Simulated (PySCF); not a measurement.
Trichlorosilane, Cl3HSi.
Bonds: Cl1–Si2, Si2–Cl3, Si2–Cl4. Hydrogens: H5 on Si2.

The same species was optimised twice, with GFN2-xTB and with PBE0-D3(BJ)/def2-SVP (PySCF), and the same property calculations (PySCF, gas phase) were run on both structures.

```csv
coordinate,GFN2-xTB,PBE0-D3(BJ)/def2-SVP,change
Si2–Cl3 (Å),2.010,2.045,+0.035
Cl1–Si2 (Å),2.010,2.045,+0.035
Si2–Cl4 (Å),2.010,2.044,+0.034
Si2–H5 (Å),1.450,1.476,+0.026
Cl1–Si2–Cl4 (°),109.6,109.0,-0.6
Cl1–Si2–H5 (°),109.4,109.9,+0.5
Cl3–Si2–H5 (°),109.3,109.8,+0.5
Cl1–Si2–Cl3 (°),109.6,109.3,-0.3
Cl3–Si2–Cl4 (°),109.6,109.3,-0.3
Cl4–Si2–H5 (°),109.4,109.6,+0.2
```

Rotational constants: A = 2498, B = 2496, C = 1339 MHz (GFN2-xTB) against A = 2425, B = 2414, C = 1301 MHz (PBE0-D3(BJ)/def2-SVP). Point groups within 0.08 Å: C3v and C3v. Atoms that the bonding makes alike are paired by their places after alignment.

On the GFN2-xTB structure: HOMO (eV) -9.54 [PBE0/pcSseg-1]; LUMO (eV) 0.19 [PBE0/pcSseg-1]; dipole (D) 1.01 [PBE0/pcSseg-1]; GIAO shielding of Cl1/Cl3/Cl4 (mean) (ppm) 822.6 [PBE0/pcSseg-1]; GIAO shielding of Si2 (ppm) 340.3 [PBE0/pcSseg-1].

**Question.** What do these properties become on the PBE0-D3(BJ)/def2-SVP structure?

**Answer.** 
```json
{"property": "HOMO (eV)", "level": "PBE0/pcSseg-1", "on GFN2-xTB": "-9.54", "on PBE0-D3(BJ)/def2-SVP": "-9.53", "change": "+0.01"}
{"property": "LUMO (eV)", "level": "PBE0/pcSseg-1", "on GFN2-xTB": "0.19", "on PBE0-D3(BJ)/def2-SVP": "-0.26", "change": "-0.45"}
{"property": "dipole (D)", "level": "PBE0/pcSseg-1", "on GFN2-xTB": "1.01", "on PBE0-D3(BJ)/def2-SVP": "1.18", "change": "+0.17"}
{"property": "energy, GFN2-xTB geometry as zero (kcal/mol)", "level": "PBE0/pcSseg-1", "on GFN2-xTB": "0.0", "on PBE0-D3(BJ)/def2-SVP": "-0.8", "change": "-0.8"}
{"property": "GIAO shielding of Cl1/Cl3/Cl4 (mean) (ppm)", "level": "PBE0/pcSseg-1", "on GFN2-xTB": "822.6", "on PBE0-D3(BJ)/def2-SVP": "805.0", "change": "-17.6"}
{"property": "GIAO shielding of Si2 (ppm)", "level": "PBE0/pcSseg-1", "on GFN2-xTB": "340.3", "on PBE0-D3(BJ)/def2-SVP": "332.7", "change": "-7.6"}
```

The heavy atoms differ by 0.026 Å rms after alignment (one structure mirrored). Among all bonds Cl1–Si2, Si2–Cl3 and Si2–Cl4 change most and about equally (+0.034 to +0.035 Å). Changes are differences of the printed values. Neither structure is proved a minimum here.
